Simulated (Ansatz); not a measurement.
`[CH3][Zr]([F])([F])[F]`, relaxed with RKS PBE0-D4/def2-TZVP in Ansatz from a GFN2-xTB geometry. The force threshold is 0.005 eV/Å; the program also tests the step.

Charge 0, multiplicity 1. Zr takes the def2 core potential.

Start:

```xyz
8

C     0.276    0.344   -1.028
Zr   -0.268   -0.334    0.998
F    -1.926    0.450    1.286
F    -0.300   -2.184    0.842
F     1.101    0.333    2.060
H     0.257    1.447   -1.088
H    -0.432   -0.056   -1.777
H     1.292    0.000   -1.294
```

(1) By how much does the energy fall, and how many steps does the optimiser take? (An estimate is asked.)

(2) Which bonds change most? (An estimate is asked.)

(3) Give the relaxed structure. (An estimate is asked.)

Answers

(1) Ansatz gave: 11.03 kJ/mol, in 7 steps.

(2) Computed: Zr2–F5 from 1.856 to 1.899 Å; Zr2–F4 from 1.857 to 1.899 Å; Zr2–F3 from 1.857 to 1.899 Å; C1–H8 from 1.105 to 1.096 Å.

(3) Ansatz gave: 
```xyz
8

C     0.285    0.356   -1.062
Zr   -0.258   -0.322    0.962
F    -1.970    0.411    1.335
F    -0.285   -2.220    0.907
F     1.080    0.345    2.131
H     0.322    1.450   -1.115
H    -0.444    0.008   -1.803
H     1.270   -0.028   -1.355
```
